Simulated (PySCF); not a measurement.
GaCl2, SMILES [Cl][Ga+][Cl], charge +1. Geometry: r2SCAN-D4/def2-TZVP. The spin state was assumed, not searched. The isomer is the one that the SMILES or the coordinates give; other isomers of the formula were not compared.

TDDFT-PBE/def2-SVPD in PySCF 2.14.0 puts the lowest singlet excitations at 4.69, 4.69, 5.23, 5.23, 6.25, 6.34 eV.

Q: What are the lowest excitation roots from ADC(2)/aug-cc-pVDZ (PySCF)? (An estimate is asked for; the answer gives what the named calculation found.)

A: 5.92, 5.92, 6.60, 6.60, 7.40, 7.46 eV. S1 differs by 1.24 eV (second minus first; roots are paired by order, and the bases may differ).
